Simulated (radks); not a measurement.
Coulomb parameter of the 4d shell of the molybdenum ion Mo2+ in the model configuration [Kr] 4d3 5s1, as a second difference U = [E(n + 0.25) + E(n - 0.25) - 2 E(n)] / (0.25)^2 with all orbitals relaxed. "Bare": the charge of the atom changes with n. "Screened": the 5s shell takes up the change at fixed total charge, which measures U(4d,4d) + U(5s,5s) - 2 U(4d,5s). Method: scalar-relativistic Kohn-Sham, LDA (Slater exchange, Perdew-Wang correlation), spin-unpolarised, spherical densities, finite nucleus; Fermi nuclear charge, rms radius 4.4091 fm; computed with a radial shooting solver on a logarithmic mesh with Libxc functionals.

case                 configuration  E - E(n) (eV)
start                 [Kr] 4d3 5s1          0.000
bare +0.25         [Kr] 4d3.25 5s1         -5.630
bare -0.25         [Kr] 4d2.75 5s1          6.368
screened +0.25  [Kr] 4d3.25 5s0.75         -1.061
screened -0.25  [Kr] 4d2.75 5s1.25          1.156

U(bare) = 11.808 eV, U(screened by 5s) = 1.518 eV, against the Slater integral F0(4d,4d) = 14.833 eV with frozen orbitals.
